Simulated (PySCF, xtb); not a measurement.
SiHFBr₂, SMILES F[SiH](Br)Br.

GFN2-xTB in xtb 6.7.1 at its own geometry gives an orbital gap of 6.00 eV and a dipole moment of 3.95 D.

The structure is a stationary point at TPSSh-D3(BJ)/def2-SVP. The structure was generated by enumeration, and PubChem lists no compound with its InChIKey, so it may never have been made.

Q: What does M06-2X/def2-TZVP (PySCF) give? (The exact figures need the calculation; the answer reports its results.)

A: gap 10.27 eV (levels -10.05 and 0.22 eV), dipole 1.17 D.
